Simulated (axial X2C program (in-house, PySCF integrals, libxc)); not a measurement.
## What spin–orbit coupling does to VSi

All values were computed with an axial X2C code built on PySCF integrals. Spin-free means the one-electron spin-free X2C Hamiltonian; two-component (2c) means X2C with spin–orbit coupling and atomic mean-field two-electron Coulomb and Gaunt terms, so the difference of the two also holds small scalar two-electron terms. Basis: V dyall-cv3z [10s10p6d4f2g], Si dyall-v3z [8s7p2d1f] (cores contracted in-house); Gaussian nuclei, density fitting, unrestricted open shells. Masses: V 50.944 u, Si 27.977 u.

Spin-free state: M_S = 5/2, Λ = 0 (beyond evenly filled blocks: σα, π+α, π-α, δ+α, δ-α); fragments V + Si.

```
  level  Re (Å)  ωe (cm⁻¹)  De (eV)  μ (D)
   PBE0   2.373      379.1      n/a  -3.62
     HF   2.614      275.6    0.739  -3.75
   CCSD   2.421      337.4    1.269    n/a
CCSD(T)   2.405      349.7    1.487    n/a
```

Correlated methods: 9 electrons correlated (number of frozen shells: V 3 s, 2 p; Si 2 s, 1 p), 251 virtual spin orbitals or spinors in MP2, 89 natural virtuals in coupled cluster.

Dipoles are positive if Si is the positive end.

Two-component determinant lowest at the distance of the search:

Ω = 5/2 (⟨Sz⟩ = 2.50, ⟨Lz⟩ = 0.00 at HF); fragments V + Si.

| level | Re (Å) | ωe (cm⁻¹) | μ (D) |
| --- | --- | --- | --- |
| PBE0 | 2.373 | 379.0 | -3.62 |
| HF | 2.614 | 275.5 | -3.75 |
| CCSD | 2.421 | 337.5 | n/a |
| CCSD(T) | 2.405 | 349.9 | n/a |

**Question.** From the two tables, how do the constants change at the CCSD(T) level (2c against spin-free)?

**Answer.** At the CCSD(T) level Re is unchanged within 0.001 Å and ωe stays the same within 0.2 cm⁻¹.

Occupations by symmetry block were frozen at the best pattern of an incomplete PBE0 search. Dissociation energies refer to the lowest single-determinant-based atoms at the same level and basis. De is not given where an atomic determinant may have missed its ground term or J level, or where the truncated virtual space spoils (T). Density functionals use the spin component along the axis (collinear). Coupled cluster ran in a truncated set of natural virtual spinors; the MP2 energy of the rest was added. (T) has no such correction and the atoms are truncated less, which lowers De at CCSD(T) by a hundredth of an eV or more. Other states lie close and PBE0, whose exact exchange favours high spin, may order them wrongly; the determinant shown need not be the ground state. The nearest other spin-free determinant of the search, M_S = 7/2, Λ = 1, lies 0.50 eV up at the distance of the search. Without a current term, density functionals place determinants with orbital angular momentum somewhat too high. With several unpaired electrons one determinant need not be a pure state. The outer-core s and p shells of the metal are frozen in the correlated rows, which leaves out core–valence correlation; for alkali and alkaline-earth bonds that tends to lengthen them. This is the top spin component of a Σ state; components of lower Ω are not single determinants and can lie lower. The determinant is spin-polarised beyond a pure state at some levels (its spin-free form has ⟨S²⟩ too high), which makes Re and μ there less reliable. The T1 diagnostic is large, a sign of multireference character.
